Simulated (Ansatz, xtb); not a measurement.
# Ligand exchange: IBr + CHCl2F → ICl + CHBrClF

Species: IBr (iodine monobromide), singlet; CHCl2F (dichlorofluoromethane) `FC(Cl)Cl`, singlet; ICl (iodine monochloride), singlet; CHBrClF (bromochlorofluoromethane) `FC(Cl)Br`, singlet. The partners trade Br for Cl: I–Br and C–Cl bonds give way to I–Cl and C–Br.

Shapes, held fixed at every level: PBE0-D4/def2-TZVP. Programs: Ansatz 0.2.0, xtb 6.7.1. The zero-point and thermal change to 298 K, harmonic and unscaled (PBE0-D4/def2-TZVP), is -0.7 kJ/mol.

**What was measured.** Tabulated heats of formation (Active Thermochemical Tables): IBr +40.8; CHCl2F -284.5; ICl +17.4; CHBrClF -231.8 kJ/mol, which give ΔH(298 K) = +29.3 kJ/mol.

```tsv
level	kind	ΔH (kJ/mol)	computed − measured
GFN0-xTB	semi-empirical	+11.6	-17.8
r2SCAN-D4/def2-TZVPP	meta-GGA	+32.9	+3.6
BHLYP-D4/def2-TZVPP	global hybrid	+35.6	+6.3
PBE0-D4/def2-TZVPP	global hybrid	+34.3	+4.9
wB97M-V/def2-TZVPP	range-separated hybrid	+32.9	+3.5
MP2/def2-SVP	perturbation theory	+46.7	+17.4
MP2/def2-TZVPP	perturbation theory	+30.7	+1.4
CCSD/def2-TZVPP	coupled cluster or CI	+31.3	+2.0
CCSD(T)/def2-TZVPP	coupled cluster or CI	+30.3	+1.0
```

Nearest: CCSD(T)/def2-TZVPP (+1.0); farthest: GFN0-xTB (-17.8). 7 of 9 levels lie within 10 kJ/mol. For atoms past krypton def2 sets carry core potentials with scalar relativity. Relativity is left out for Br unless named. Correlated rows may include outer-core shells of Br, I, which these sets cover unevenly.
